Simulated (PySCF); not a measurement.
H4O4Ti, SMILES [OH][Ti]([OH])([OH])[OH], multiplicity 1. Geometry: PBE0-D3(BJ)/def2-SVP. The spin state was assumed, not searched. The isomer is the one that the SMILES or the coordinates give; other isomers of the formula were not compared. One conformer was computed; it need not be the lowest.

Computed equilibrium geometry at PBE0-D3(BJ)/def2-SVP (PySCF confirms it by a frequency run) as a Z-matrix, and its point group (one conformer of several):
point group S4.
```
Ti
O 1 1.7875
H 2 0.9614 1 128.71
O 1 1.7875 2 109.89 3 106.40
H 4 0.9614 1 128.71 2 13.08
O 1 1.7875 2 108.63 3 -133.34
H 6 0.9614 1 128.71 2 -133.34
O 1 1.7875 2 109.89 3 -13.08
H 8 0.9614 1 128.71 2 -106.40
```
Charge 0, spin multiplicity 1.
